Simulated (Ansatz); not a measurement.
`FB(F)I` + H₂O → `OB(F)F` + HI at 400 K and 1 bar (formal hydrolysis of a B–I bond).

Program: Ansatz. Geometries: PBE0-D4/def2-TZVP. ΔE: electronic, gas phase. CBS: MP2 limit from def2 TZ/QZ plus the TZ coupled-cluster correction, frozen cores. This one scheme is used for every species. Elements past krypton have def2 core potentials. For I outer-core shells are correlated without core-valence functions, which leaves a few kJ/mol of doubt a bond. Each species was taken in one conformer, which may not be the lowest.

| species | CCSD(T)/CBS energy (Eh) | H − E (kJ/mol) | S (J/(mol·K)) |
| --- | --- | --- | --- |
| `FB(F)I` | -521.96394 | 45.5 | 314.0 |
| H₂O | -76.37941 | 69.8 | 198.6 |
| `OB(F)F` | -300.33752 | 83.9 | 290.6 |
| HI | -298.03592 | 25.7 | 215.0 |

H − E and S are ideal-gas, rigid-rotor, harmonic terms from PBE0-D4/def2-TZVP, for one conformer and one mirror image of each species. 1 Eh = 2625.50 kJ/mol, R = 8.31446 J/(mol·K).

**Question.** By hand: ΔE, ΔH, ΔS and ΔG.

**Answer.** ΔE = (-300.33752) + (-298.03592) − (-521.96394) − (-76.37941) = -0.03009 Eh = -79.0 kJ/mol. Δ(H − E) = 83.9 + 25.7 − 45.5 − 69.8 = -5.7, so ΔH = -84.7 kJ/mol. ΔS = 290.6 + 215.0 − 314.0 − 198.6 = -7.0 J/(mol·K). ΔG = -84.7 − 400 × (-7.0)/1000 = -81.9 kJ/mol.

**Question.** By hand: the equilibrium constant, and the temperature at which ΔG would vanish if ΔH and ΔS stayed fixed.

**Answer.** log₁₀ K = −ΔG/(RT ln 10) = 10.7. ΔG = 0 at ΔH/ΔS = 12100 K, far beyond where these terms or the molecules hold.

The number of gas molecules stays the same, so ΔS is small and ΔH decides. A doubt of 5 kJ/mol in ΔE shifts log₁₀ K by 0.7 here. Other conformers and mirror images would add mixing entropy, several J/(mol·K) or more a flexible species. These are equilibria of isolated gas molecules and say nothing of rates. Largest T1 diagnostic: 0.012 (customary marks: 0.02 for closed shells, 0.045 for open ones).
